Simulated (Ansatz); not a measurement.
Molecule: AlH3 (charge +1, doublet). 
Coordinates optimised at B3LYP-D3(BJ)/def2-TZVP (Ansatz, a quantum-chemistry and plane-wave program):
```xyz
4

Al    -0.0166    -0.0540    -0.0544
H      0.6102     0.2551     1.4649
H     -0.0507     1.5638     0.3678
H     -0.3435    -1.1168    -1.1252
```
Charge +1, spin multiplicity 2.

Basis-set convergence of Hartree-Fock and CCSD(T) correlation energies (hartree) with Ansatz. Cores are frozen in the correlated levels unless marked. UHF or UKS for open shells. No spin-orbit coupling. Non-relativistic.

```
basis        functions       E(HF)  E(corr, CCSD(T))
-----------  ---------  ----------  ----------------
cc-pV(D+d)Z         38  -243.27636          -0.07980
cc-pV(T+d)Z         81  -243.28680          -0.09165
cc-pV(Q+d)Z        154  -243.28943          -0.09522
```

Extrapolating the two largest sets (X = 3 and 4) as X^-3: E(corr) = (64·(-0.09522) - 27·(-0.09165))/37 = -0.0978 Eh, an estimate of the basis-set limit. The largest set recovers 97.3 % of it, the smallest 81.6 %.
